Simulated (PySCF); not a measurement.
**Ru⁺ (ruthenium, charge +1) across methods**

[Kr] 4d6 5s1, high-spin 6D determinant (an excited configuration). Computed with PySCF 2.14 in def2-QZVPPD with the def2 core potential (28 electrons), with a scalar-relativistic core potential.

```
method  E (hartree)  mean ε 4d α (eV)  mean ε 4d β (eV)  mean ε 5s α (eV)  Σ⟨r²⟩ (bohr²)   ⟨S²⟩
   UHF    -93.88006           -23.110           -18.939           -14.793          38.41  8.753
   LDA     -94.2758           -16.653           -13.692           -12.891          38.39  8.751
M06-2X     -94.3794           -20.070           -17.093           -13.966          38.05  8.752
  TPSS     -94.4668           -16.522           -13.801           -12.496          38.25  8.751
 B3LYP     -94.5223           -17.898           -15.103           -13.137          38.26  8.751
   PBE     -94.5025           -16.546           -13.688           -12.603          38.30  8.751
  PBE0     -94.4879           -18.357           -15.241           -13.278          38.15  8.751
  BLYP     -94.4585           -16.279           -13.725           -12.426          38.39  8.751
```

(1) Estimate the same row for r2SCAN.

Energies and moments cover only the electrons outside the core potential.

Answers

(1) E (hartree) = -94.5362; mean ε 4d α (eV) = -17.028; mean ε 4d β (eV) = -13.655; mean ε 5s α (eV) = -12.895; Σ⟨r²⟩ (bohr²) = 37.96; ⟨S²⟩ = 8.751.
